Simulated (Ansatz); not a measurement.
Clusters of 4 atoms, III-V: gap (eV) at several levels, gas phase, relaxed structures; Ansatz. Clusters are the lowest isomers that short searches found in that spin, judged at the geometry's level. Core potentials for Sb in the def2 sets, no spin–orbit coupling. HOMO and LUMO are taken over both spins. Singlets are spin-restricted. The structures are stationary points that may keep the symmetry of their start. Remarks come from the PBE and PBE0 runs and from stability tests at other levels; not every state was tested. HOMO above LUMO (over both spins in singlets and doublets, within one spin in higher multiplets; at PBE or PBE0), or a gap under 0.15 eV within one spin, warns that the state may not be the lowest or that an electron is smeared out.

```
species    state            geometry  PBE-D4/def2-TZVP  PBE0-D4/def2-SVP  PBE0-D4/def2-TZVP                                                remarks
 Al2Sb2  singlet  r2SCAN-D4/def2-SVP              0.58              1.95               1.92                                                      –
 Al2P2⁺  doublet  B3LYP-D4/def2-TZVP              0.88              2.33               2.36                                                      –
  Al2P2  singlet    PBE-D4/def2-TZVP              0.90              2.50               2.46                                                      –
Al2Sb2⁺  doublet     PBE-D4/def2-SVP              0.74              2.25               2.22                                                      –
  Al2N2  singlet   PBE0-D4/def2-TZVP              1.87              4.15               4.12                                                      –
  B2P2⁺  doublet    PBE-D4/def2-TZVP              0.06              1.70               1.74  near-degenerate levels, gap within one spin near zero
  Ga2N2  singlet     PBE-D4/def2-SVP              0.57              2.14               2.13                                  triplet lower at PBE0
```

(1) Estimate the column for PBE-D4/def2-SVP.

(1) Al2Sb2 0.61; Al2P2⁺ 0.87; Al2P2 0.94; Al2Sb2⁺ 0.78; Al2N2 1.88; B2P2⁺ 0.05; Ga2N2 0.58.
